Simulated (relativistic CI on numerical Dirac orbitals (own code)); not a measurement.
A reference radial Dirac CI calculation of Zn2+ gave the lowest total energy -1792.42752 Ha in 59 SCF steps, from this input:

```
atom Zn  Z=30  charge=2  electrons=28
nucleus A=64  rms_radius_fm=3.9283
hamiltonian dirac-coulomb  breit=on  qed=on  c_scale=1
orbitals kli  potential=per-configuration
slater_scale 1
correlation none
mixing on
grid step=0.0125 r_max=49.7
scf mixing=0.4 start=green max_iterations=150 tolerance=2e-08 node_fill=0.05
configurations
  [Ar] 3d10
  [Ar] 3d9 4s
  [Ar] 3d9 4p
  [Ar] 3d8 4s2
  [Ar] 3d9 4d
end
```

One setting was then changed, and the output read:

```
SCF 1: [Ar] 3d10
 iter      energy (Ha)   residual   last orbital (Ha)
    1     -1779.156572   2.17e+00     -4.65884
error: SCF of 1s2 2s2 2p6 3s2 3p6 3d10 did not converge
end: not converged
```

(1) Which setting was changed?
A. charge
B. node fill of the KLI weights
C. grid step
D. iteration limit

Answers

(1) D. The iteration limit 1. This setting is bad on purpose; its numbers may not be properties of the ion.
